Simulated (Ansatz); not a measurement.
CH6AlFSSi can be A, `[CH3][Al]([F])[S][SiH3]`, or B, `C[S][Al]([F])[SiH3]`.

Gas-phase electronic energies from Ansatz, PBE0-D4/def2-TZVP geometries. CCSD(T)/CBS is the MP2 limit (def2-TZVPP, def2-QZVPP) plus CCSD(T) − MP2 in def2-TZVPP, frozen cores. DFT in def2-TZVPP. B3LYP here is the variant with VWN-RPA as its local correlation; programs differ in this. Each species was taken in one conformer, which may not be the lowest.

(1) Which is lower in electronic energy at CCSD(T)/CBS, and by how much? (Estimate.)

(2) Give E(B) − E(A) in kcal/mol with ωB97M-V, HF/def2-TZVPP, MP2/def2-TZVPP, B3LYP-D4, PBE0-D4, B3LYP, r2SCAN-D4. (An estimate is asked.)

Largest T1 diagnostic: 0.013.

## Answers

(1) Ansatz gave: A, by 29.0 kcal/mol.

(2) The calculation gave: ωB97M-V 30.3, HF/def2-TZVPP 29.6, MP2/def2-TZVPP 31.5, B3LYP-D4 27.8, PBE0-D4 26.8, B3LYP 27.2, r2SCAN-D4 29.0. None reverses the order clearly.

From PBE to PBE0 (25 % exact exchange), in def2-TZVPP and without D4, E(B) − E(A) moves by +1.7 kcal/mol.
